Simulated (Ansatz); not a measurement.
Relaxation of AlCl2H3OSi (8 atoms, charge 0, multiplicity 1), to a largest force component of 0.02 eV/Å in at most 40 steps.

Theory: RKS BLYP/6-31G (Ansatz).

```xyz
8
Properties=species:S:1:pos:R:3
Al 0.000 0.000 0.000
O 0.000 0.000 1.780
Si -1.315 -0.407 2.744
H -2.239 -1.240 1.980
H -0.851 -1.143 3.916
H -1.999 0.809 3.173
Cl 1.931 0.000 -1.115
Cl -1.931 0.000 -1.115
```

Problem. Where does it end, and by what steps?

Solution. The forces met the threshold. Limits of this set-up: no polarisation functions. After 9 steps the energy has fallen by 0.493 eV; Cl8 moved furthest, 1.02 Å.

```
step  energy less start (eV)  largest force component (eV/Å)  accepted
   0                  0.0000                           2.701       yes
   1                 -0.2469                           1.557       yes
   2                 -0.3507                           0.417       yes
   3                 -0.3866                           0.625       yes
   4                 -0.4163                           0.674       yes
   5                 -0.4762                           0.157       yes
   6                 -0.4900                           0.027       yes
   7                 -0.4914                           0.112       yes
   8                 -0.4914                           0.078       yes
   9                 -0.4933                           0.003       yes
```

```xyz
8
Properties=species:S:1:pos:R:3
Al -0.138 -0.003 -0.260
O -0.766 -0.222 1.299
Si -1.384 -0.460 2.891
H -2.569 -1.393 2.828
H -0.306 -1.064 3.758
H -1.809 0.875 3.455
Cl 2.029 0.117 -0.602
Cl -1.460 0.169 -2.006
```

Whether the end is a true minimum wasn't checked by a vibrational analysis.

The run took 49 s on 1 thread of Intel(R) Xeon(R) Platinum 8259CL CPU @ 2.50GHz (Skylake/Cascade Lake) (shared host), peak memory 0.18 GiB.
